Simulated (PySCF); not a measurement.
2-phenylselenophene (C10H8Se), SMILES c1ccc(-c2ccc[se]2)cc1.

Geometry optimised at PBE0-D3(BJ)/def2-SVP. One conformer was computed; it need not be the lowest.

All values below come from ωB97X/def2-SVP run with PySCF.

Isolated molecule, no solvent.

Q: Estimate the frontier levels, gap, dipole moment and polarisability. (The exact figures need the calculation; the answer reports its results.)

A: 
- highest occupied level: -8.28 eV
- lowest empty level: 0.75 eV
- orbital gap: 9.03 eV
- dipole moment: 0.34 D
- quadrupole, principal values (traceless, Buckingham form, about the centre of nuclear charge): -13.98, 4.11, 9.87 D·Å
- mean static polarisability: 124.4 bohr³ (18.44 Å³)
- polarisability, principal values: 60.5, 128.5, 184.3 bohr³
